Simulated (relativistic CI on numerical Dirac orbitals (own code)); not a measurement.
Computed by Dirac-Coulomb-Breit CI, orbitals from a KLI potential per configuration, a model potential for QED, unscaled Slater integrals (own radial code, finite nucleus).

Configuration list (outside the closed core [Ne]): 3s², 3s3p, 3p², 3s3d, 3d², 3p3d, 3p4s, 3d4s, 3s4s, 3s4p, 3s4d, 3s4f, 3s5s, 3s5p, 3s5d, 3s5f, 4s², 3s5g, 3s6s, 3s6p, 3s6d. Levels of other configurations are missing.

At this charge energies of transitions that change n are usually good to better than 1 %, and those within a shell (Δn = 0) to a few per cent.

Outline of the computed level scheme of Nd XLIX. Lowest level of each configuration: 3s² ¹S0 at 0.00 eV; 3s3p ³P°0 at 100.86 eV; 3p² ³P0 at 242.95 eV; 3s3d ³D1 at 404.14 eV; 3p3d ³F°2 at 513.24 eV; 3d² ³F2 at 817.90 eV; 3s4s ³S1 at 1922.28 eV; 3s4p ³P°0 at 1975.33 eV; 3p4s ³P°0 at 2043.49 eV.

Some strong electric-dipole decays among the lowest 43 levels: 3s4s ¹S0 → 3s3p ¹P°1 (1.7e+13 s⁻¹); 3s4p ¹P°1 → 3s² ¹S0 (1.6e+13 s⁻¹); 3s4s ³S1 → 3s3p ³P°2 (1.4e+13 s⁻¹); 3s4p ³P°1 → 3s² ¹S0 (1.3e+13 s⁻¹); 3p4s ³P°1 → 3p² ¹D2 (6.1e+12 s⁻¹); 3p4s ³P°1 → 3s² ¹S0 (5.3e+12 s⁻¹); 3s4s ³S1 → 3s3p ³P°1 (5.1e+12 s⁻¹); 3s4s ¹S0 → 3s3p ³P°1 (3.8e+12 s⁻¹).

LS names give the leading component of a level, which can be under half, so a name can repeat, a term be missing and a line seem to break the LS rules.
